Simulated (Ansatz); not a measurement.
H3W2⁻. The state is a triplet with charge -1. Geometry PBE-D4/def2-TZVP, that of the neutral doublet; atoms count from 1.

```xyz
5

W     0.552   -0.668    0.267
W    -0.459    0.683   -1.114
H     2.102   -0.036   -0.146
H    -1.967    0.012   -0.656
H    -0.227    0.008    1.649
```

In the def2 sets W takes a core potential; there is no spin–orbit coupling. The charge -1 triplet is spin-contaminated (final ⟨S²⟩ up to 2.61, 2.00 for a pure state). The highest occupied level of the charge -1 triplet lies above zero (up to 0.61 eV). Its loss leaves the charge 0 doublet, which lies 0.73 eV higher (vertical, at PBE0-D4/def2-TZVPD), but this difference is unsure: the doublet is doubtful (at the level of its geometry, ⟨S²⟩ 1.26, where a pure state has 0.75). The structure comes from a short search, and lower isomers may exist.

Question: Estimate the Mulliken populations from the PBE0/def2-TZVPD orbitals of Ansatz.

Answer: 
| atom | charge (e) | spin (α − β) | d electrons |
| --- | --- | --- | --- |
| W1 | -0.01 | -1.01 | 4.56 |
| W2 | -0.36 | 2.98 | 4.68 |
| H3 | -0.22 | 0.00 | – |
| H4 | -0.21 | -0.03 | – |
| H5 | -0.20 | 0.06 | – |
Mulliken values and Mayer orders depend strongly on the basis. With diffuse functions, as here, like atoms can get unlike values, and bond orders can come out too low or too high.

Question: Where does the spin sit?

Answer: Summed by element: W 1.97, H 0.03, of 2 unpaired in all. Largest on single atoms: W2 2.98, W1 -1.01, H5 0.06.

Question: And the Mayer bond orders between bonded heavy atoms (over 0.3)?

Answer: W1–W2 3.84 (2.18 Å).
